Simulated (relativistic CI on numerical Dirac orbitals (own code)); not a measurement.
Electric-dipole lines of Ni X

Method of calculation: Dirac-Coulomb-Breit CI, KLI orbitals optimised for each configuration, model QED (radiative potential, 1s self-energy scaled to tabulated hydrogen-like ionisation energies), unscaled Slater integrals (own radial code, finite nucleus).

CI space (outside the closed core [Ne]): 3s²3p⁶3d, 3s²3p⁵3d², 3s3p⁶3d², 3s²3p⁶4s, 3s²3p⁶4p, 3s²3p⁶4d, 3s²3p⁶4f, 3s²3p⁶5s, 3s²3p⁵3d4s, 3s²3p⁶5p, 3s²3p⁶5d, 3s²3p⁵3d4p, 3p⁶3d³, 3p⁵3d⁴. Double excitations out of closed p, d and f shells are left out; levels of such configurations are missing from the list, as are those of other unlisted configurations, and high levels can miss mixing partners. These lack a partner that the ground configuration has and come out too high: 3s²3p⁵3d4s, 3s²3p⁵3d4p.

```csv
λ vac (nm),Lower,Upper,A (s⁻¹),gf,Branching (%)
8.2765,3s²3p⁶3d ²D5/2 [2],3s²3p⁵3d4s ²D°5/2 [94],6.27e+10,3.86e-01,88.7
8.5408,3s²3p⁶3d ²D3/2 [1],3s²3p⁵3d4s ²F°5/2 [82],6.91e+10,4.53e-01,94.9
8.6232,3s²3p⁶3d ²D5/2 [2],3s²3p⁵3d4s ²F°7/2 [81],6.15e+10,5.48e-01,99.9
9.1251,3s²3p⁶3d ²D3/2 [1],3s²3p⁶4f ²F°5/2 [69],4.06e+11,3.04e+00,91.9
9.1500,3s²3p⁶3d ²D5/2 [2],3s²3p⁶4f ²F°7/2 [70],4.34e+11,4.36e+00,98.5
12.605,3s²3p⁵3d² ⁴D°7/2 [6],3s²3p⁵3d4p ⁴P5/2 [103],2.67e+10,3.81e-01,52.5
12.640,3s²3p⁵3d² ⁴G°11/2 [7],3s²3p⁵3d4p ⁴F9/2 [112],3.16e+10,7.57e-01,70.4
13.171,3s²3p⁵3d² ²H°11/2 [23],3s²3p⁵3d4p ²G9/2 [122],4.19e+10,1.09e+00,76.6
13.772,3s²3p⁶3d ²D3/2 [1],3s²3p⁵3d² ²D°3/2 [48],4.60e+11,5.23e+00,90.4
13.785,3s²3p⁶3d ²D3/2 [1],3s²3p⁵3d² ²D°5/2 [47],2.73e+10,4.67e-01,5.4
13.831,3s²3p⁶3d ²D5/2 [2],3s²3p⁵3d² ²D°3/2 [48],4.85e+10,5.57e-01,9.6
13.844,3s²3p⁶3d ²D5/2 [2],3s²3p⁵3d² ²D°5/2 [47],4.74e+11,8.18e+00,94.6
13.996,3s²3p⁶4s ²S1/2 [44],3s²3p⁵3d4s ²P°3/2 [158],3.94e+11,4.63e+00,95.3
13.997,3s²3p⁶4s ²S1/2 [44],3s²3p⁵3d4s ²P°1/2 [157],3.94e+11,2.31e+00,95.1
14.070,3s²3p⁶3d ²D3/2 [1],3s²3p⁵3d² ²P°3/2 [46],4.25e+10,5.04e-01,9.7
14.101,3s²3p⁶4p ²P°1/2 [49],3s²3p⁵3d4p ²D3/2 [161],2.03e+11,2.42e+00,46.7
14.131,3s²3p⁶3d ²D5/2 [2],3s²3p⁵3d² ²P°3/2 [46],3.93e+11,4.71e+00,90.2
14.145,3s²3p⁶4p ²P°3/2 [50],3s²3p⁵3d4p ²D5/2 [162],3.61e+11,6.50e+00,84.4
14.164,3s²3p⁶3d ²D3/2 [1],3s²3p⁵3d² ²P°1/2 [45],4.32e+11,2.60e+00,100.0
14.220,3s²3p⁶4p ²P°3/2 [50],3s²3p⁵3d4p ²D3/2 [161],1.62e+11,1.97e+00,37.4
14.245,3s²3p⁶4p ²P°1/2 [49],3s²3p⁵3d4p ²P3/2 [160],1.65e+11,2.01e+00,33.0
14.295,3s²3p⁶4p ²P°1/2 [49],3s²3p⁵3d4p ²P1/2 [159],3.06e+11,1.88e+00,60.3
14.367,3s²3p⁶4p ²P°3/2 [50],3s²3p⁵3d4p ²P3/2 [160],2.27e+11,2.81e+00,45.4
15.317,3s²3p⁶3d ²D5/2 [2],3s²3p⁵3d² ²F°7/2 [43],1.97e+11,5.53e+00,100.0
15.471,3s²3p⁶3d ²D3/2 [1],3s²3p⁵3d² ²F°5/2 [42],1.84e+11,3.97e+00,96.0
21.467,3s²3p⁵3d² ⁴D°7/2 [6],3s3p⁶3d² ⁴P5/2 [57],1.24e+10,5.14e-01,18.6
22.673,3s²3p⁵3d² ²G°7/2 [26],3s3p⁶3d² ²F5/2 [64],2.64e+10,1.22e+00,41.7
22.675,3s²3p⁵3d² ⁴D°1/2 [3],3s3p⁶3d² ⁴F3/2 [51],1.12e+10,3.46e-01,17.2
22.694,3s²3p⁵3d² ⁴D°3/2 [4],3s3p⁶3d² ⁴F5/2 [52],1.03e+10,4.75e-01,15.8
22.717,3s²3p⁵3d² ⁴P°5/2 [10],3s3p⁶3d² ⁴P5/2 [57],1.71e+10,7.93e-01,25.7
22.742,3s²3p⁵3d² ⁴D°5/2 [5],3s3p⁶3d² ⁴F7/2 [53],1.05e+10,6.51e-01,16.1
22.827,3s²3p⁵3d² ⁴D°7/2 [6],3s3p⁶3d² ⁴F9/2 [54],1.15e+10,8.98e-01,17.6
22.911,3s²3p⁵3d² ²H°11/2 [23],3s3p⁶3d² ²G9/2 [62],3.23e+10,2.55e+00,50.3
23.746,3s²3p⁵3d² ²H°9/2 [28],3s3p⁶3d² ²G7/2 [63],1.73e+10,1.17e+00,27.2
23.857,3s²3p⁵3d² ²F°7/2 [24],3s3p⁶3d² ²D5/2 [59],2.02e+10,1.03e+00,37.8
23.878,3s²3p⁵3d² ⁴G°11/2 [7],3s3p⁶3d² ⁴F9/2 [54],2.85e+10,2.44e+00,43.7
24.094,3s²3p⁵3d² ⁴G°9/2 [8],3s3p⁶3d² ⁴F7/2 [53],2.85e+10,1.98e+00,43.7
24.340,3s²3p⁵3d² ⁴G°7/2 [9],3s3p⁶3d² ⁴F5/2 [52],2.83e+10,1.51e+00,43.4
24.587,3s²3p⁵3d² ⁴G°5/2 [11],3s3p⁶3d² ⁴F3/2 [51],2.69e+10,9.75e-01,41.3
25.166,3s²3p⁵3d² ⁴F°9/2 [16],3s3p⁶3d² ⁴F9/2 [54],1.85e+10,1.76e+00,28.4
25.383,3s²3p⁵3d² ⁴F°7/2 [17],3s3p⁶3d² ⁴F7/2 [53],1.46e+10,1.12e+00,22.3
26.335,3s²3p⁵3d² ²G°9/2 [38],3s3p⁶3d² ²G9/2 [62],1.54e+10,1.60e+00,23.9
58.460,3s²3p⁶4p ²P°3/2 [50],3s²3p⁶4d ²D5/2 [61],6.58e+09,2.02e+00,30.0
70.022,3s²3p⁶4d ²D5/2 [61],3s²3p⁶4f ²F°7/2 [70],4.85e+09,2.85e+00,1.1
86.800,3s²3p⁵3d4s ⁴F°9/2 [76],3s²3p⁵3d4p ⁴G11/2 [109],2.32e+09,3.15e+00,11.5
```

Terms are leading LS components. Brackets give the number of a level in order of energy, since labels repeat. The list gives strong lines, with weight on those to low levels, without lines whose two gauges differ by over a factor of 2.5, among the lowest 163 of 362 levels, so that lines to higher ones, which can be the strongest, are missing. Levels whose partners in the same complex of configurations lie outside the list can be far off, and so can their lines. Rates are taken at the computed energies, electric ones in the length gauge.

At this charge energies of transitions that change n are usually good to better than 1 %, and those within a shell (Δn = 0) to a few per cent.

LS names give the leading component of a level, which can be under half, so a name can repeat, a term be missing and a line seem to break the LS rules.
